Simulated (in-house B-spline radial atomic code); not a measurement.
Configurations of Gd IV (Gd3+), with energies counted from [Xe] 4f7. Method: scalar-relativistic (X2C) Hartree-Fock, spin-polarised, averaged over the determinants with the given up and down occupations, Fermi nucleus of rms radius 5.1569 fm. Calculated with an all-electron radial atomic-structure program (B-spline basis). Shells without spins written out take the highest spin.

Occupations are held fixed; configurations that lie above the ionisation limit could autoionise.

| configuration | E - E(ref) (eV) | highest orbital | its <r> (bohr) |
| --- | --- | --- | --- |
| [Kr] 4d10 4f7 5s2 5p5 6d1 | 40.567 | 6d up | 4.884 |
| [Kr] 4d10 4f(0 up, 7 down) 5s2 5p(3 up, 2 down) 5f(1 up, 0 down) | 45.5 | 5f up | 4.66 |
| [Kr] 4d10 4f7 5s2 5p5 6f1 | 46.77 | 6f up | 7.786 |
| [Kr] 4d9 4f7 5s2 5p6 6p1 | 155.01 | 6p up | 3.619 |
| [Kr] 4d(5 up, 4 down) 4f(2 up, 5 down) 5s2 5p6 6s(0 up, 1 down) | 175.76 | 6s down | 3.095 |
| [Kr] 4d(5 up, 4 down) 4f(2 up, 5 down) 5s2 5p6 6p(0 up, 1 down) | 181.17 | 6p down | 3.635 |

Problem. Order these further configurations by energy, lowest first.
A. [Kr] 4d(5 up, 4 down) 4f(5 up, 2 down) 5s2 5p6 6d(1 up, 0 down)
B. [Kr] 4d10 4f7 5s2 5p5 6s1
C. [Xe] 4f(5 up, 2 down)
D. [Xe] 4f6 5d1
E. [Kr] 4d10 4f7 5s2 5p5 5d1

Solution. D (11.375 eV), C (12.011 eV), E (24.215 eV), B (28.254 eV), A (180.22 eV).

Problem. How far above the reference does [Xe] 4f6 6d1 lie?

Solution. 27.827 eV; its least bound orbital is 6d up with <r> = 4.853 bohr.

Problem. How far above the reference does [Kr] 4d10 4f7 5s2 5p5 5f1 lie?

Solution. 41.837 eV; its least bound orbital is 5f up with <r> = 4.424 bohr.
